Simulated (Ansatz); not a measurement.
Input file for Ansatz (a first-principles code): R-wB97M-V/def2-TZVPPD on CH10Si2 (a complex). Files ending in .json are basis or fitting sets from the Basis Set Exchange.

Ansatz 0.2 input:
```yaml
crystal:
  periodic: [false, false, false]
  atoms:
    - {symbol: Si, position_ang: [0.01589091, -0.30158585, 0.19159902]}
    - {symbol: H, position_ang: [-1.17819869, -0.19754552, 1.05935938]}
    - {symbol: H, position_ang: [-0.36600159, -0.03244797, -1.21292597]}
    - {symbol: H, position_ang: [0.57665934, -1.66818226, 0.29681122]}
    - {symbol: H, position_ang: [1.03143585, 0.68019181, 0.63077815]}
    - {symbol: C, position_ang: [0.83062021, -0.75784230, 4.03037128]}
    - {symbol: Si, position_ang: [-0.38618180, 0.64894022, 4.27898126]}
    - {symbol: H, position_ang: [0.64839607, -1.28089701, 3.09046262]}
    - {symbol: H, position_ang: [0.74497113, -1.48666935, 4.83851138]}
    - {symbol: H, position_ang: [1.85697382, -0.38696624, 4.01737619]}
    - {symbol: H, position_ang: [-0.21719539, 1.68481659, 3.23246118]}
    - {symbol: H, position_ang: [-0.17097757, 1.28528385, 5.60183944]}
    - {symbol: H, position_ang: [-1.78133523, 0.14952510, 4.22215557]}
basis:
  gaussian:
    orbitals: def2-TZVPPD.json
hamiltonian:
  xc: {name: wB97M-V}
scf: {lower_state_search: off}
```

Output:

```
WARN ansatz: RAYON_NUM_THREADS=2 ignored (pool sized by the plan → 2); use --threads N
Functional definition: wB97M-V
these checks for a lower state are left out or cut short: stability, starts, cluster_reference, orbital_swaps, neighbouring_geometries, increment
integrals: 0.36 GiB planned
1384 factors; their error is unknown
integrals: 0.40 GiB planned
447 factors; integrals over basis functions are off by at most 1.7e-5 eV
mean field: 2.69 GiB planned
mean field evaluation 1: about -16950.2905 eV, gradient 3.5e1 eV
mean field evaluation 2: about -16951.5086 eV, gradient 2.6e1 eV
mean field evaluation 4: about -16953.1138 eV, gradient 2.8e-1 eV
mean field evaluation 8: about -16953.1219 eV, gradient 5.2e-1 eV
mean field evaluation 16: about -16953.1222 eV, gradient 1.4e-5 eV
mean field -16953.12224778 eV, -623.0157513671 hartree, gradient 3.1e-6 eV, S^2 0.000000; 0 other end points of the search recorded, 0 dependent functions left out
reference -16953.12231778 eV, -623.0157539394 hartree; 22, 22 occupied and 281, 281 virtual orbitals, 1384 factors
Total energy: -16953.12231778 eV, -623.0157539394 hartree
Checks for a lower state left out: stability, starts, cluster_reference, orbital_swaps, neighbouring_geometries, increment
```

The calculation finished and met its thresholds.

Cost: around 10 core-seconds (rough).
